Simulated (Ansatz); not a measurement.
Total energies of C₃HF₅O (`F[C@@H]1O[C@@]1(F)C(F)(F)F`).

| atom | x (Å) | y (Å) | z (Å) |
| --- | --- | --- | --- |
| F1 | 0.841 | 0.383 | -2.343 |
| C2 | 0.888 | -0.017 | -1.071 |
| O3 | 0.234 | -1.225 | -0.793 |
| C4 | -0.361 | -0.063 | -0.328 |
| F5 | -1.496 | 0.299 | -0.931 |
| C6 | -0.473 | 0.089 | 1.179 |
| F7 | 0.704 | -0.164 | 1.749 |
| F8 | -0.836 | 1.329 | 1.493 |
| F9 | -1.372 | -0.753 | 1.674 |
| H10 | 1.870 | 0.121 | -0.629 |

Charge 0, multiplicity 1. The structure was optimised at the PBE0-D4/def2-TZVP level. Basis def2-TZVPP, Ansatz.

RPA on PBE orbitals: Hartree–Fock energy of these orbitals -686.38078 Eh, correlation -2.89009 Eh (frozen core).

| functional | kind | energy without D4 (Eh) | D4 term (kJ/mol) |
| --- | --- | --- | --- |
| LDA (SPW92) | LDA | -684.92665 | – |
| PBE | GGA | -688.94643 | -20.7 |
| revPBE | GGA | -689.39437 | -73.1 |
| r2SCAN | meta-GGA | -689.32570 | -5.3 |
| PBE0 | global hybrid, 25 % exact exchange | -688.94226 | -17.3 |
| r2SCANh | meta-GGA hybrid, 10 % | -689.28608 | -5.5 |
| LC-ωPBE | long-range corrected hybrid | -689.23609 | – |
| ωB97X-V | range-separated hybrid GGA with VV10 | -689.40334 | – |
| ωB97M-V | range-separated hybrid meta-GGA with VV10 | -689.45935 | – |
| B2PLYP | double hybrid | -689.21377 | – |

(1) Give the same for BLYP, B97M-V, B3LYP, r2SCAN0, HSE06 (plane-wave form), BHLYP, CAM-B3LYP, PBE-QIDH. (Best estimate.)

B3LYP takes the VWN-RPA correlation (the form of Gaussian; ORCA's B3LYP/G). HSE06 is the plane-wave form, built on full-range PBE exchange. The double hybrids freeze the cores in their second-order part.

Answers

(1) Computed: 
| functional | kind | energy without D4 (Eh) | D4 term (kJ/mol) |
| --- | --- | --- | --- |
| BLYP | GGA | -689.53367 | -46.8 |
| B97M-V | meta-GGA with VV10 | -689.42445 | – |
| B3LYP | global hybrid, 20 % | -689.61155 | -32.9 |
| r2SCAN0 | meta-GGA hybrid, 25 % | -689.22917 | -6.0 |
| HSE06 (plane-wave form) | screened hybrid | -688.91393 | -15.9 |
| BHLYP | global hybrid, 50 % | -689.32831 | -22.2 |
| CAM-B3LYP | range-separated hybrid | -689.43355 | -17.1 |
| PBE-QIDH | double hybrid | -688.85017 | – |

LC-ωPBE has ω = 0.4 bohr⁻¹.
